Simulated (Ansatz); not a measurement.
Start from `C=CC(=C)[SiH3]` and change one atom or group to get `C=C([SiH3])CC`.

Ansatz, PBE0-D4/def2-TZVP geometries, multiplicity 1. Each molecule was computed in one conformer, which needn't be the lowest.

```
                                          property  `C=CC(=C)[SiH3]`
               LUMO energy (B3LYP/def2-TZVPP) / eV             -1.32
             HOMO energy (ωB97M-V/def2-TZVPP) / eV             -9.14
              HOMO–LUMO gap (PBE0/def2-TZVPP) / eV              5.92
  size of the dipole moment (B3LYP/def2-TZVPP) / D              0.70
size of the dipole moment (ωB97M-V/def2-TZVPP) / D              0.73
               HOMO–LUMO gap (PBE/def2-TZVPP) / eV              4.00
```

(1) What does the change do to each property? (An estimate is asked.)

Answers

(1) Computed: 
```tsv
property	`C=C([SiH3])CC`	shift
LUMO energy (B3LYP/def2-TZVPP) / eV	-0.47	0.85
HOMO energy (ωB97M-V/def2-TZVPP) / eV	-9.82	-0.68
HOMO–LUMO gap (PBE0/def2-TZVPP) / eV	7.34	1.42
size of the dipole moment (B3LYP/def2-TZVPP) / D	0.86	0.16
size of the dipole moment (ωB97M-V/def2-TZVPP) / D	0.87	0.14
HOMO–LUMO gap (PBE/def2-TZVPP) / eV	5.23	1.23
```

With PBE0 the HOMO falls by 0.56 eV and the LUMO rises by 0.86 eV, so the gap widens by about 1.42 eV. PBE moves the HOMO by -0.42 eV and ωB97M-V by -0.68 eV. The zero-point energy changes by 61.0 kJ/mol with +6 modes. Dipoles are sizes alone; their direction can turn.

B3LYP here is the variant with VWN-RPA as its local correlation; programs differ in this.
